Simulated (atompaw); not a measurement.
## What one change does to a pseudopotential (vanadium, PAW (atompaw))

vanadium (V), PAW, made with atompaw 4.2.0.5 (LDA (PW92), scalar-relativistic). Core [Ar], reference 3d3 4s1.5 4p0.5. Waves: 4s (bound): rc 3.00 bohr; 4s channel at 2.05 Ry: rc 3.00 bohr; 4p (bound): rc 3.00 bohr; 4p channel at 1.05 Ry: rc 3.00 bohr; 3d (bound): rc 2.55 bohr; 3d channel at 2.65 Ry: rc 2.55 bohr. Local part: troulliermartins scheme with l = 3 at 1 Ry, radius 2.30 bohr. Core correction: smooth core density matched at 2.15 bohr. Augmentation charge: sinc compensation charge, radius 2.80 bohr; PAW radius 3.00 bohr; waves and projectors: custom rrkj gramschmidtortho.

All-electron outer shells of the reference configuration (LDA (PW92), scalar-relativistic, ld1.x):

| shell | level (eV) | outermost node (bohr) | outermost maximum (bohr) |
| --- | --- | --- | --- |
| 3s | -70.56 | 0.38 | 0.82 |
| 3p | -44.69 | 0.35 | 0.84 |
| 3d | -6.07 | – | 0.88 |
| 4s | -5.29 | 1.17 | 2.69 |
| 4p | -1.89 | 1.30 | 3.59 |

Change: reference 3d2 4s0 4p0.

Cutoffs: the cutoffs (Ry, on a coarse ladder) from which the occupation-weighted sum of valence levels, in a spherical-Bessel basis at the reference potential, stays within 10 and 1 mRy of its value at 400 Ry; they do not see the model core or the augmentation charge, which bear on the density cutoff.

Question: What does the change do?

Answer: The potential gets neither clearly harder nor softer (15 Ry and 18 Ry → 15 Ry and 18 Ry); a bound ghost appears in s, which as a rule spoils a file; the range in which the s phases agree widens (upper end 1.0 → at the end of the scan); the range in which the p phases agree narrows (upper end 3.0 → 1.8).

```tsv
quantity	base	changed
cutoff, loose	15 Ry	15 Ry
cutoff, tight	18 Ry	18 Ry
bound ghosts	none	s
s: phases at 3.01 bohr within 0.05 rad from the reference energy up to (Ry; the scan ends near 5)	1.0	to the end of the scan
p: phases at 3.01 bohr within 0.05 rad from the reference energy up to (Ry; the scan ends near 5)	3.0	1.8
d: phases at 3.01 bohr within 0.05 rad from the reference energy up to (Ry; the scan ends near 5)	4.8	-1.6
lowest overlap eigenvalue by channel	s 0.63, p 0.53, d 0.85	s 0.05, p 0.54, d 0.81
```

 A true bound ghost makes a file unfit for plane-wave use even where its test errors are small: the radial tests pick states by their node count and pass the ghost by. The cutoffs see the waves, projectors and local potential, not the compensation charge or the core.
